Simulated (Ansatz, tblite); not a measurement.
Cost and result up the ladder for Li4H4 (relaxed from a model of (LiH)4 ring, whose bonding it doesn't keep) (8 atoms). The state is a singlet with charge 0. Geometry: PBE0-D4/def2-TZVP.

Cartesian coordinates in Å:
```
Li -0.191 1.075 1.814
H -1.410 1.604 0.774
Li -1.672 1.039 -0.792
H -1.117 -0.022 -1.977
Li 0.197 -1.069 -1.818
H 1.411 -1.602 -0.775
Li 1.665 -1.046 0.795
H 1.116 0.021 1.978
```

Ansatz on 4 threads of Arm Neoverse V2 on a shared host; xTB runs through tblite on one thread. Times are rough, summed over both states, and most runs start from the orbitals of an earlier one. PBE0-D4/def2-TZVP serves as the yardstick here, not as an exact answer. The other state is a triplet.

The xTB rows come from tblite. HOMO above LUMO, or a gap near zero within one spin, warns that the state may not be the lowest or that an electron is smeared out.

xTB has no spin-polarisation term.

| level | functions | vertical triplet (eV) | difference from PBE0-D4/def2-TZVP (eV) | remarks |
| --- | --- | --- | --- | --- |
| r2SCAN-D4/def2-TZVP | 80 | 4.79 | -0.32 | gap within one spin near zero (triplet) |
| PBE-D4/def2-TZVP (with forces) | 80 | 4.52 | -0.60 | gap within one spin near zero (triplet) |
| GFN2-xTB | 20 | 5.23 | 0.12 | – |
| GFN1-xTB | 24 | 3.42 | -1.70 | – |
| PBE0-D4/def2-TZVP | 80 | 5.12 | 0.00 | – |

Problem. Estimate how long each takes.

Solution. GFN1-xTB 0.005 s; GFN2-xTB 0.005 s; PBE-D4/def2-TZVP (with forces) 1.6 s; r2SCAN-D4/def2-TZVP 2.5 s; PBE0-D4/def2-TZVP 2.7 s. On shared hardware such times vary by a factor of up to 3.
